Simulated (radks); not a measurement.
Question: The carbon ion C2+, [He] 2s2. Calculated with a radial shooting solver on a logarithmic mesh with Libxc functionals: non-relativistic Kohn-Sham, r2SCAN, spin-polarised, spherical densities, point nucleus; meta-GGA in the generalised Kohn-Sham scheme. Every spin shell is full or empty, so the densities are truly spherical. Functionals are evaluated on that one density, not self-consistently. Rank these orbital-free kinetic functionals by their error against the exact value of the orbitals, and give that value: Thomas-Fermi, von Weizsacker, TF + vW, TF + vW/9, TF + vW/5, LC94, APBEK, revAPBEK, Perdew 92, Thakkar, Pearson, LKT, PG1, DePristo-Kress, Ernzerhof.

Answer: Exact: 36.4055 hartree. From best to worst, with 100 (|E| - |E exact|)/|E exact| (equal figures are ties): Thakkar -0.08, Perdew 92 -0.26, APBEK -0.26, LC94 -0.28, TF + vW/9 -0.28, revAPBEK +0.53, DePristo-Kress -1.67, Ernzerhof +1.74, Pearson -4.46, TF + vW/5 +7.79, von Weizsacker -9.16, Thomas-Fermi -10.37, PG1 +44.84, LKT +52.11, TF + vW +80.47.
